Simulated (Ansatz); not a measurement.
Reaction (substitution at a C–C bond): `CC1=CC1C` + `[NH2][Ga]([SH])[Cl]` → `C[NH][Ga]([SH])[Cl]` + `CC1C=C1`

Computed with Ansatz on PBE0-D4/def2-TZVP structures; ΔE is electronic, products minus reactants. CBS: MP2 limit from def2 TZ/QZ plus the TZ coupled-cluster correction, frozen cores. Functionals use def2-TZVPP. For Ga outer-core shells are correlated without core-valence functions, which leaves a few kJ/mol of doubt a bond. Scalar relativity is left out up to krypton. One conformer a species, not always the lowest.

`CC1=CC1C`:

```xyz
13

C    -1.352   -1.201   -0.843
C    -0.379   -0.694    0.130
C     0.552   -0.873    1.007
C     0.184    0.554    0.738
C     1.089    1.479   -0.040
H    -1.149   -0.791   -1.837
H    -1.331   -2.291   -0.905
H    -2.363   -0.884   -0.571
H     1.191   -1.539    1.564
H    -0.423    1.075    1.486
H     1.665    0.922   -0.784
H     1.799    1.990    0.620
H     0.518    2.252   -0.563
```

`[NH2][Ga]([SH])[Cl]`:

Cartesian coordinates in Å:
```
N 0.985 1.124 -0.325
Ga -0.036 -0.287 0.125
S -2.216 -0.295 -0.042
Cl 0.955 -2.011 0.917
H 1.989 1.074 -0.329
H 0.631 1.935 -0.801
H -2.308 -1.540 0.454
```

`C[NH][Ga]([SH])[Cl]`:

Cartesian coordinates in Å:
```
C -0.271 -0.135 1.417
N 0.757 -0.091 0.405
Ga 0.565 0.112 -1.374
S -1.335 0.349 -2.432
Cl 2.357 0.123 -2.541
H -1.257 -0.015 0.961
H -0.283 -1.090 1.955
H -0.161 0.668 2.154
H 1.693 -0.192 0.761
H -2.066 0.271 -1.306
```

`CC1C=C1`:

```xyz
10

C    -0.204    0.940   -0.849
C     0.441   -0.234   -0.154
C    -0.365   -1.252    0.592
C     0.320   -0.442    1.325
H     0.471    1.801   -0.880
H    -0.467    0.692   -1.882
H    -1.117    1.243   -0.331
H     1.361   -0.572   -0.640
H    -1.056   -2.076    0.516
H     0.615   -0.100    2.302
```

**Question.** Is it downhill or uphill in electronic energy at CCSD(T)/CBS, and by how much? (Best estimate.)

**Answer.** Computed: Uphill: ΔE = +63.7 kJ/mol.

**Question.** What do these levels give: ωB97M-V, B2PLYP, PBE, r2SCAN, PBE0, MP2/CBS(def2)? (Estimate.)

**Answer.** The calculation gave: ωB97M-V 65.7, B2PLYP 65.6, PBE 66.9, r2SCAN 68.9, PBE0 68.7, MP2/CBS(def2) 68.8 kJ/mol.

Largest T1 diagnostic among the species: 0.012.
